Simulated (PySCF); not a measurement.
Computed properties of AlH3OS, SMILES [SH][AlH][OH]

Al(H)(OH)(SH) (AlH3OS), SMILES [OH][AlH][SH]. Coordinates come from a TPSSh-D3(BJ)/def2-TZVP optimisation. The values are those of a single conformer. All values are computed for the isolated molecule unless a solvent is named; none is compared with measurement here.

**Structure.** The optimised structure has Cs symmetry. All 12 harmonic modes at TPSSh-D3(BJ)/def2-TZVP (PySCF) are real, so it is a minimum. With heavy atoms numbered as in [AlH:1]([OH:3])[SH:5], the shortest bond between them is Al1–O3 at 1.701 Å and the longest Al1–S5 at 2.181 Å.

**Vibrations.** The strongest infrared lines (harmonic, unscaled, degenerate partners summed) lie at 537 cm⁻¹ (173 km/mol, H 95 %), 1974 cm⁻¹ (168 km/mol, H 96 %), 865 cm⁻¹ (156 km/mol, Al 41 %, O 40 %, H 18 %). The softest mode is at 177 cm⁻¹ and the zero-point energy is 18.6 kcal/mol.

**Electronic structure.** r2SCAN/def2-TZVPD (PySCF) places the frontier levels at -6.79 and -1.07 eV, a gap of 5.72 eV, and gives a dipole moment of 1.75 D and a mean polarisability of 53.7 bohr³.

**Excitations.** TDA-M06-2X/def2-SVPD (PySCF) has S1 at 6.25 eV (198 nm, f = 0.047, weak); the most intense of the 10 singlets computed lies at 7.73 eV (f = 0.16). T1 (TDA) is at 5.53 eV, 0.72 eV under S1. No vertical singlet excitation falls in the visible range (under 3.1 eV).

**NMR.** GIAO shifts at HF/pcSseg-2 (PySCF) (non-relativistic, atoms alike by connectivity averaged): ¹H from 0.9 to 4.7 ppm against TMS.
